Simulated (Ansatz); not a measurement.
AsF2 (SMILES F[As]F) moved off its minimum; all values from Ansatz (a first-principles code), cores frozen in correlated methods. Open shells are unrestricted.
(charge 0, multiplicity 2)
```xyz
3

F     -1.2348    -0.8271    -0.0556
As     0.0451     0.4025    -0.0404
F      1.3228    -0.6791    -0.0934
```

Forces at PBE/def2-TZVPP (eV/Å):

| atom | Fx | Fy | Fz |
|---|---|---|---|
| F1 | 0.118 | 0.221 | 0.005 |
| As2 | -2.105 | 1.352 | 0.075 |
| F3 | 1.987 | -1.574 | -0.079 |

**Question.** Give the forces (eV/Å), the total energy and the dipole at CCSD(T)/cc-pVTZ.

**Answer.** 
```csv
atom,Fx,Fy,Fz
F1,0.733,0.757,0.010
As2,-2.067,0.320,0.043
F3,1.334,-1.076,-0.054
```
Energy -2433.8700 hartree, dipole 2.14 D.
